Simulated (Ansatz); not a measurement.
H$_{3}$BO$_{3}$, charge -1, doublet, at a GFN2-xTB geometry (a state made from the parent by changing its charge; the spin is typed, not shown lowest) (a gas-phase anion, which may not be bound at this level). Base run: B3LYP/6-31G (Ansatz, a first-principles code).

Geometry (Å):
```xyz
7

O     -1.0271    -0.9716     0.2393
B     -0.0442    -0.0578    -0.4972
O     -0.3382     1.3901    -0.0964
O      1.3745    -0.4066    -0.0398
H     -1.5743    -0.3718     0.7484
H      0.4678     1.6885     0.3274
H      1.2541    -1.1237     0.5844
```
Charge -1, spin multiplicity 2.
Orbitals are unrestricted.
All else is at Ansatz's defaults.

The base run was repeated with changes; each row names its change, and settings that it needs were set with it.

```json
[
 {"change": "base", "basis functions": "42", "E (Eh)": "-252.29510"},
 {"change": "basis = STO-3G", "basis functions": "23", "E (Eh)": "-248.70122"},
 {"change": "basis = 3-21G", "basis functions": "42", "E (Eh)": "___"},
 {"change": "basis = cc-pVDZ", "basis functions": "71", "E (Eh)": "-252.39677"},
 {"change": "basis = def2-SVP", "basis functions": "71", "E (Eh)": "___"},
 {"change": "basis = pc-1", "basis functions": "71", "E (Eh)": "-252.35848"},
 {"change": "basis = 6-31G**", "basis functions": "75", "E (Eh)": "-252.37554"},
 {"change": "basis = 6-31+G*", "basis functions": "___", "E (Eh)": "___"},
 {"change": "basis = aug-cc-pVDZ", "basis functions": "119", "E (Eh)": "-252.46686"},
 {"change": "basis = 6-311+G(2d,p)", "basis functions": "126", "E (Eh)": "-252.51663"},
 {"change": "basis = cc-pVTZ", "basis functions": "162", "E (Eh)": "-252.51091"},
 {"change": "basis = def2-TZVPP", "basis functions": "166", "E (Eh)": "-252.53030"},
 {"change": "basis = def2-TZVPD", "basis functions": "___", "E (Eh)": "___"}
]
```

### Question
Fill in the missing entries.

### Answer

- basis = 3-21G, E (Eh): -250.96123
- basis = def2-SVP, E (Eh): -252.19551
- basis = 6-31+G*, basis functions: 82
- basis = 6-31+G*, E (Eh): -252.42223
- basis = def2-TZVPD, basis functions: 184
- basis = def2-TZVPD, E (Eh): -252.53952

Totals compare only among sets that treat the same electrons; sets with core potentials leave the core out.

A gas-phase anion may not be bound at this level; its values then depend on the basis.
